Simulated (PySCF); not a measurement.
## C₅H₄O₃: full NMR table

```
Formula                               : C5H4O3
SMILES                                : O=COC1=CC(=O)C1
Point group of the computed structure : Cs
Degrees of unsaturation               : 4
Carbon signals                        : 5
Proton signals                        : 3
```

Numbering as in the mapped SMILES `[O:1]=[CH:2][O:3][C:4]1=[CH:5][C:6](=[O:7])[CH2:8]1` (H(Xn): hydrogen on atom n).

- coordinates at the GFN2-xTB level
- PBE0/pcSseg-1 with gauge-including orbitals
- program: PySCF
- one conformer, fast rotation and ring inversion assumed for equivalent nuclei, non-relativistic, gas phase

Scale: 1H, 13C against TMS; 17O vs H2O (reference shieldings calculated alike).

| carbon | δC, type | δH (multiplicity) | HMBC from (2–3 bonds) | span of the C tensor (ppm) |
| --- | --- | --- | --- | --- |
| C2 | 161.5, CH | 8.29 (s) | – | 174 |
| C4 | 178.4, C | – | H(C2), H(C5), H(C8) | 235 |
| C5 | 130.4, CH | 5.99 (s) | H(C8) | 133 |
| C6 | 184.7, C | – | H(C5), H(C8) | 198 |
| C8 | 53.7, CH2 | 3.43 (s) | H(C5) | 61 |

Other nuclei:
| atoms | nucleus | environment | δ (ppm) | σ (ppm) |
| --- | --- | --- | --- | --- |
| O7 | 17O | ketone oxygen | 586.3 | -250.2 |
| O1 | 17O | ester carbonyl oxygen | 477.9 | -141.8 |
| O3 | 17O | ester alkoxy oxygen | 270.3 | 65.8 |

1. Carbon types of the structure: 2 × C, 2 × CH, 1 × CH2, which accounts for all hydrogens.
2. δC 184.7: ketone carbonyl carbon; the double bond to the heteroatom, with no lone-pair donor beside it, deshields it most.
3. δC 178.4: alkene carbon bearing oxygen; an sp2 carbon further deshielded by the attached heteroatom.
4. δC 161.5: ester carbonyl carbon; lone-pair donation from the attached heteroatom keeps it upfield of a ketone carbonyl.
5. δC 130.4: β carbon of an enol-ether or enamine type C=C.
6. δH 5.99: hydrogen on a β carbon of an enol-ether or enamine type C=C; a vinylic proton, deshielded by the sp2 carbon and the C=C anisotropy.

Shifts are as computed. Against solution values, carbons near 30 ppm lie about +3 ppm off and those near 130 ppm about +5 ppm. Of 1211 compounds with measured shifts, 218 miss one by over three times the rms of a fit or turn the order of signals round; such compounds aren't used in these exercises. Unscaled 17O shifts of doubly bonded oxygen tend to come out too high, by tens of ppm or more. Experimental scales use liquid or dissolved standards, which lie at an offset from isolated H2O (liquid H2O: subtract about 36 ppm). No couplings were computed; multiplicities are counted from neighbouring protons, with m where these are inequivalent, close in shift, in a saturated or five-membered ring or joined by F or P, and br s for small geminal =CH2 splittings.
